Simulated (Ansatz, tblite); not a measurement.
Removing and adding an electron: Pt₂H₂ (the lowest singlet isomer of a short search). Total charge 0; singlet. Geometry: PBE0-D4/def2-TZVP. Ansatz, gas phase; energy differences of separate SCF runs; the oxidised species was run as a doublet alone; the reduced species was run as a doublet alone.

Cartesian coordinates in Å:
```
Pt -0.686 -1.075 -0.180
Pt 0.231 0.944 0.844
H -0.230 1.808 -0.303
H 0.685 -1.677 -0.361
```

In the def2 sets Pt takes a core potential; there is no spin–orbit coupling. The xTB rows come from tblite. The structure comes from a short search, and lower isomers may exist.

```csv
level,−HOMO (eV),vertical IE (eV),−LUMO (eV),vertical EA (eV),HOMO–LUMO gap (eV),IE − EA (eV),remarks
GFN1-xTB,10.77,14.46,9.99,6.57,0.78,7.90,–
GFN2-xTB,9.12,12.31,8.36,5.34,0.76,6.97,–
PBE-D4/def2-TZVP,5.17,8.44,4.32,–,0.85,–,–
PBE-D4/def2-TZVPD,5.18,–,4.33,1.83,0.85,–,HOMO above zero (-1 doublet)
r2SCAN-D4/def2-TZVP,5.37,8.41,4.14,–,1.23,–,–
r2SCAN-D4/def2-TZVPD,5.37,–,4.14,1.81,1.23,–,HOMO above zero (-1 doublet)
PBE0-D4/def2-TZVP,6.40,8.51,3.30,–,3.09,–,–
PBE0-D4/def2-TZVPD,6.40,–,3.31,1.68,3.09,–,HOMO above zero (-1 doublet)
```

Run but left out: HF/def2-TZVPP, MP2/def2-TZVPP, CCSD/def2-TZVPP, CCSD(T)/def2-TZVPP, HF/def2-TZVPD, MP2/def2-TZVPD, CCSD/def2-TZVPD, CCSD(T)/def2-TZVPD (singlet: restricted singlet, unstable towards broken spin symmetry).   A HOMO above zero means that the electron is unbound at that level or that self-interaction error raises the level; the energy of removing that electron tells which. Raw xTB energy differences between charge states are shifted by several eV; the methods need an empirical correction for them.
